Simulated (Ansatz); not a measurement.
Relaxation of AlClFH3O (7 atoms, charge 0, multiplicity 1), to a largest force component of 0.03 eV/Å in at most 50 steps.

Level of theory: Ansatz, RHF/def2-SVP.

```xyz
7
Properties=species:S:1:pos:R:3:forces:R:3
Al -0.040 0.552 -0.434 0.06 0.61 0.44
H -0.044 0.026 2.272 0.05 -1.50 0.46
O 1.453 -0.141 -0.702 -0.10 0.06 -0.01
H 1.696 -0.928 -1.156 0.07 -0.04 -0.02
Cl -1.810 -0.296 -1.126 -0.04 0.00 -0.01
F -0.118 2.013 0.361 0.03 -0.45 -0.62
H -0.068 0.698 2.037 -0.06 1.32 -0.24
```

Problem. Where does it end, and by what steps?

Solution. It converged. After 14 steps the energy has fallen by 0.113 eV; H2 moved furthest, 0.43 Å.

| step | energy less start (eV) | largest force component (eV/Å) | accepted |
| --- | --- | --- | --- |
| 0 | 0.0000 | 1.502 | yes |
| 1 | -0.0491 | 1.122 | yes |
| 2 | -0.0536 | 0.877 | yes |
| 3 | -0.0816 | 0.689 | yes |
| 4 | -0.0866 | 0.709 | yes |
| 5 | -0.0943 | 0.504 | yes |
| 6 | -0.1074 | 0.113 | yes |
| 7 | -0.1097 | 0.226 | yes |
| 8 | -0.1111 | 0.160 | yes |
| 9 | -0.1118 | 0.054 | yes |
| 10 | -0.1120 | 0.043 | yes |
| 11 | -0.1122 | 0.036 | yes |
| 12 | -0.1123 | 0.169 | yes |
| 13 | -0.1127 | 0.048 | yes |
| 14 | -0.1130 | 0.006 | yes |

```xyz
7
Properties=species:S:1:pos:R:3
Al -0.039 0.625 -0.341
H 0.047 -0.144 1.889
O 1.436 -0.113 -0.581
H 1.718 -0.923 -0.963
Cl -1.843 -0.287 -0.872
F -0.087 2.202 0.117
H -0.163 0.565 2.003
```

Whether the end is a true minimum wasn't checked by a vibrational analysis.

The run took 25 s on 1 thread of Arm Neoverse V1, with other jobs on the host, peak memory 0.13 GiB.
